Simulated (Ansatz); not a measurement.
Consider the ligand exchange at a Ga–Cl bond: `[Cl][Ga]([Cl])[Cl]` + H₂S → `[SH][Ga]([Cl])[Cl]` + HCl.

Computed with Ansatz on PBE0-D4/def2-TZVP structures; ΔE is electronic, products minus reactants. CCSD(T)/CBS adds triple-zeta CCSD(T) − MP2 to the extrapolated MP2 energy (def2 sets, frozen cores). This one scheme is used for every species. DFT in def2-TZVPP. B3LYP here is the variant with VWN-RPA as its local correlation; programs differ in this. HSE06 is defined as in plane-wave codes. For Ga outer-core shells are correlated without core-valence functions, which leaves a few kJ/mol of doubt a bond. Scalar relativity is left out up to krypton. Each species was taken in one conformer, which may not be the lowest.

`[Cl][Ga]([Cl])[Cl]`:

Cartesian coordinates in Å:
```
Cl -1.645 -0.762 -1.083
Ga 0.000 0.000 0.000
Cl -0.187 1.811 1.070
Cl 1.832 -1.049 0.013
```

H₂S:

Cartesian coordinates in Å:
```
S -0.434 0.367 0.247
H 0.906 0.415 0.197
H -0.472 -0.782 -0.444
```

`[SH][Ga]([Cl])[Cl]`:

Z-matrix (Å, degrees):
```
Ga
S 1 2.175
Cl 1 2.126 2 121.4
Cl 1 2.121 2 120.2 3 180.0
H 2 1.345 1 92.3 3 0.0
```

HCl:

Z-matrix (Å, degrees):
```
Cl
H 1 1.279
```

```csv
level,ΔE (kcal/mol),difference from CCSD(T)/CBS
LDA (SPW92),2.4,-1.2
PBE-D4,2.9,-0.7
revPBE-D4,2.9,-0.7
BLYP-D4,3.6,0.0
r2SCAN-D4,3.9,0.3
B97M-V,4.5,0.9
PBE0-D4,3.5,-0.1
B3LYP-D4,4.1,0.5
r2SCANh-D4,4.1,0.5
r2SCAN0-D4,4.3,0.7
HSE06-D4,3.5,-0.1
BHLYP-D4,4.9,1.3
ωB97X-V,4.8,1.2
ωB97M-V,4.5,0.9
B2PLYP,4.5,0.9
PBE-QIDH,4.2,0.6
PBE,3.3,-0.3
revPBE,3.6,0.0
BLYP,4.3,0.7
r2SCAN,4.0,0.4
PBE0,3.9,0.3
r2SCANh,4.2,0.6
r2SCAN0,4.4,0.8
CAM-B3LYP,5.0,1.4
RPA@PBE/def2-TZVPP,4.0,0.4
HF/def2-SVP,8.1,4.5
MP2/def2-SVP,5.5,1.9
CCSD/def2-SVP,6.1,2.5
CCSD(T)/def2-SVP,5.7,2.1
HF/def2-TZVPP,7.5,3.9
MP2/def2-TZVPP,3.8,0.2
SCS-MP2/def2-TZVPP,4.5,0.9
CCSD/def2-TZVPP,4.6,1.0
CCSD(T)/def2-TZVPP,4.1,0.5
HF/def2-QZVPP,7.6,4.0
MP2/def2-QZVPP,3.6,0.0
SCS-MP2/def2-QZVPP,4.3,0.7
HF/CBS(def2),7.6,4.0
MP2/CBS(def2),3.3,-0.3
CCSD/CBS(def2),4.1,0.5
CCSD(T)/CBS,3.6,0
```

Largest T1 diagnostic among the species: 0.011.

Leaving LDA and LC-ωPBE aside and taking each functional with its dispersion term where it has one, the values spread over 2.1 kcal/mol, from PBE-D4 to BHLYP-D4. LDA lies −0.9 kcal/mol from PBE without D4. At CCSD(T), def2-SVP lies +2.1 kcal/mol from the extrapolated value and def2-TZVPP +0.5 kcal/mol.
